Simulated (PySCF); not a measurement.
SeH⁺: frontier orbitals

r²SCANh at R = 1.477 Å; H jorge-DZP-DKH, Se jorge-DZP-DKH; spin-free X2C with a Gaussian nucleus (PySCF 2.14). State: ³Σ⁻ (triplet), unpaired electrons π ↑↑. Only the outer orbitals are listed, counted within each symmetry.

```
spin  orbital  occ.  ε (eV)  on H (%)           main shells (%)
   α       7σ     1  -29.58         6                   92 Se s
   α       8σ     1  -19.18        32           61 Se p, 31 H s
   α       4π     1  -17.00         0                  100 Se p
   α       4π     1  -17.00         0                  100 Se p
   α       9σ     0   -7.17        73           73 H s, 29 Se p
   α      10σ     0    2.54        55   53 H s, 35 Se s, 8 Se p
   α      11σ     0    5.33        23  59 Se s, 22 H s, 17 Se p
   β       7σ     1  -27.01        14           84 Se s, 13 H s
   β       8σ     1  -18.52        33  55 Se p, 33 H s, 12 Se s
   β       4π     0  -12.81         1                  100 Se p
   β       4π     0  -12.81         1                  100 Se p
   β       9σ     0   -6.60        65           64 H s, 34 Se p
```

**Question.** Which are the highest filled and the lowest empty level, where do they sit, and how wide is the gap?

**Answer.** Highest filled α 4π at -17.00 eV (in %: 100 Se p); lowest empty β 4π at -12.81 eV (in %: 100 Se p); the gap at r²SCANh is 4.19 eV. Both belong to one degenerate shell, split only by its one-sided filling, so this is no excitation gap.

```json
{"bond order (Mayer)": "0.97", "⟨S²⟩": "2.005", "charge on H (Mulliken, basis-dependent)": "0.13", "charge on H (Löwdin, basis-dependent)": "0.02", "dipole moment (positive dipole points towards Se; it is taken about the centre of mass and depends on that origin)": "-1.55 D"}
```

Spin–orbit coupling is left out. The state is the lowest determinant that a PBE0 search found; another state may lie lower at other levels.
